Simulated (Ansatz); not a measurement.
Mulliken charges of CH$_{6}$NPSi (`C[SiH]1NP1`) from PBE/def2-TZVPP in Ansatz (PBE0-D4/def2-TZVP geometry).

```json
{"atom": "C1", "x (Å)": "-1.234", "y (Å)": "0.481", "z (Å)": "-0.753", "charge (e)": "-0.348"}
{"atom": "Si2", "x (Å)": "0.114", "y (Å)": "-0.643", "z (Å)": "-0.155", "charge (e)": "0.304"}
{"atom": "N3", "x (Å)": "0.760", "y (Å)": "-0.311", "z (Å)": "1.405", "charge (e)": "-0.324"}
{"atom": "P4", "x (Å)": "2.165", "y (Å)": "-0.068", "z (Å)": "0.319", "charge (e)": "-0.053"}
{"atom": "H5", "x (Å)": "-2.200", "y (Å)": "0.166", "z (Å)": "-0.350", "charge (e)": "0.107"}
{"atom": "H6", "x (Å)": "-1.038", "y (Å)": "1.504", "z (Å)": "-0.430", "charge (e)": "0.117"}
{"atom": "H7", "x (Å)": "-1.299", "y (Å)": "0.461", "z (Å)": "-1.844", "charge (e)": "0.108"}
{"atom": "H8", "x (Å)": "-0.096", "y (Å)": "-2.062", "z (Å)": "-0.537", "charge (e)": "-0.077"}
{"atom": "H9", "x (Å)": "0.889", "y (Å)": "-0.924", "z (Å)": "2.194", "charge (e)": "0.149"}
{"atom": "H10", "x (Å)": "2.022", "y (Å)": "1.344", "z (Å)": "0.154", "charge (e)": "0.017"}
```

Question: By hand: the dipole of these point charges (1 e Å = 4.8032 D).

Answer: Σ q r = (-0.220, 0.029, -0.173) e Å, of length 0.281 e Å = 1.35 D.

Question: How does the dipole of the full density compare? (Best estimate.)

Answer: Computed: (-0.336, -0.043, -0.051) e Å, 1.65 D; the point charges give 0.82 times that, at 32° from its direction.

Point charges leave out the atoms' own dipoles, such as those of lone pairs, and Mulliken's split depends on the basis, so the two needn't agree.
